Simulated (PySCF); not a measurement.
SMILES c1(ccc([CH2])cc1)O, doublet, GFN2-xTB optimised geometry. Atoms within 1.6 Å of the plane z = 0.0 Å (x, y, z in Å): C1 (2.68, 0.00, 0.00), C2 (1.30, 0.00, 0.00), C3 (0.56, -1.21, 0.00), C4 (-0.81, -1.21, 0.00), C5 (-1.52, -0.01, 0.00), O6 (-2.88, -0.05, 0.00), C7 (-0.82, 1.20, 0.00), C8 (0.55, 1.21, 0.00), H9 (3.23, 0.92, 0.00), H10 (3.24, -0.92, 0.00), H11 (1.10, -2.15, 0.00), H12 (-1.37, -2.13, 0.00), H13 (-3.24, 0.84, 0.00), H14 (-1.37, 2.14, 0.00), H15 (1.09, 2.15, 0.00).

Computed with unrestricted CAM-B3LYP/def2-TZVP (PySCF). Cells within 0.4 Å of a nucleus heavier than hydrogen are left out (blank, or x).

Map of the log10 of the electron density (e/bohr³), floored at −4 on the plane z = 0.0 Å:

```
|00000000000000000000000000000|
|00000000000000000000000000000|
|00000000000000000000000000000|
|00000000000000000000000000000|
|00000000000000000000000000000|
|00000000012211112221000000000|
|00000001234433234432100000000|
|00000002356654456654210000000|
|00000112468876568864322210000|
|00002233468987788975444331000|
|000234545689x88x9865456543100|
|00134676567xx99xx865678753200|
|00135898778998889877789864200|
|001368998899877789888x8764200|
|002468xx99xx76678xx9xx8754200|
|0024689x98x987778988898764200|
|00135688778998889877789864200|
|00023555567xx99xx865678753200|
|000123344689x88x9875456543100|
|00000123468987788975434331000|
|00000012468876568865322210000|
|00000001346654456654210000000|
|00000000234433234432100000000|
|00000000012211112221000000000|
|00000000000000000000000000000|
|00000000000000000000000000000|
|00000000000000000000000000000|
|00000000000000000000000000000|
|00000000000000000000000000000|
```
Scale: ten equal steps from -4.00 (start of '0') to -0.189 (end of '9'), in the order '0123456789'; x runs from -5.50 to 5.50, y from -5.50 (bottom) to 5.50 (top).
